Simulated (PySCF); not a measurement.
A structure optimised at B3LYP-D3(BJ)/def2-SVP, used in a PySCF frequency run:

```
Ge
O 1 1.7622
C 2 1.4179 1 120.95
H 3 1.1013 2 108.03 1 168.40
H 3 1.1038 4 108.58 2 121.65
H 3 1.1054 4 108.20 5 117.40
O 1 1.7636 2 105.63 3 -170.55
H 7 0.9674 1 111.47 2 29.34
O 1 1.7648 2 106.71 3 -46.80
H 9 0.9670 1 111.77 2 154.75
O 1 1.7664 2 115.91 3 70.97
H 11 0.9672 1 111.83 2 84.30
```
Charge 0, spin multiplicity 1.

Task: Write its SMILES and formula.

Result: C[O][Ge]([OH])([OH])[OH], CH6GeO4

Task: What are its rotational constants (standard atomic weights)?

Result: 3.3532, 2.0396, 1.9410 GHz
